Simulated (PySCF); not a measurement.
Species: C₅H₈N₂S.
Numbering: `[CH3:1][CH2:2][c:3]1[n:4][n:5][s:6][c:7]1[CH3:8]` (hydrogens: H9, H10, H11 on C1; H12, H13 on C2; H14, H15, H16 on C8)

Cartesian coordinates in Å at the GFN2-xTB level; atoms count from 1:
```xyz
16
C5H8N2S angstrom
C     -1.8603   -0.5717    0.3948
C     -1.0611   -0.2228   -0.8609
C      0.0347    0.7410   -0.5513
N     -0.0845    2.0402   -0.8775
N      0.8798    2.7720   -0.5521
S      2.0971    1.9428    0.2171
C      1.2259    0.4652    0.0925
C      1.7293   -0.8256    0.6204
H     -2.2852    0.3289    0.8312
H     -1.2226   -1.0470    1.1366
H     -2.6697   -1.2536    0.1469
H     -0.6392   -1.1336   -1.2934
H     -1.7162    0.2418   -1.5980
H      1.3152   -1.6541    0.0483
H      1.4343   -0.9506    1.6633
H      2.8150   -0.8639    0.5708
```

Method: TDDFT CAM-B3LYP/def2-SVPD, vertical, gas phase, core orbitals frozen in the response in PySCF.

Transition dipole moments from the ground state, in atomic units and in the frame of the coordinates above (overall signs are arbitrary), for the states with f of 0.002 or more among the lowest 7:

```
state  E (hartree)      μx      μy      μz
   S2       0.1958   0.435  -0.315   0.267
   S3       0.2149  -0.185   0.621  -0.237
   S5       0.2362   0.559   0.184   0.224
   S6       0.2403   0.216   0.080   0.109
   S7       0.2434   0.087   0.001  -0.080
```

**Question.** What oscillator strength does each state have?

**Answer.** f = (2/3) ΔE |μ|² with ΔE in hartree (27.2114 eV).

```
state  |μ|² (au)  |μ| (D)      f
   S2      0.359     1.52  0.047
   S3      0.476     1.75  0.068
   S5      0.396     1.60  0.062
   S6      0.065     0.65  0.010
   S7      0.014     0.30  0.002
```

**Question.** Which bond between heavy atoms lies closest to the direction of the S3 transition dipole?

**Answer.** C7–C8, at 4° from it; next C3–N4 at 12°.

**Question.** What angle do the transition dipoles of S2 and S6 make?

**Answer.** |cos θ| = |μa·μb| / (|μa| |μb|) = 0.64, so θ ≈ 50° (taken between 0 and 90°, since the signs are arbitrary).

**Question.** What peak molar absorption coefficient would the strongest computed level give as a lone Gaussian band 0.4 eV wide at half height?

**Answer.** ε(max) = 2.175×10⁸ f / FWHM, with the width in cm⁻¹. S3: 2.175×10⁸ × 0.0681 / 3226 ≈ 4600 L mol⁻¹ cm⁻¹.

One conformer stands for the species.
